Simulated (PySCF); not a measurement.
Radial density of He (helium, neutral)

UHF, 1s2, closed-shell 1S. All numbers are calculated (PySCF 2.14, scalar relativity by spin-free X2C-1e, in dyall-av3z (10s3p2d, 29 functions)).

| r (bohr) | 4πr²ρ (e/bohr) |
| --- | --- |
| 0.0155 | 0.01032 |
| 0.0262 | 0.02790 |
| 0.0440 | 0.07352 |
| 0.0740 | 0.1846 |
| 0.124 | 0.4287 |
| 0.209 | 0.8740 |
| 0.352 | 1.447 |
| 0.592 | 1.730 |
| 0.996 | 1.252 |
| 1.68 | 0.4161 |
| 2.82 | 0.03930 |
| 4.74 | 0.0004771 |

Densities and radii are taken from the X2C orbitals without a picture-change correction, which distorts them close to the nucleus.
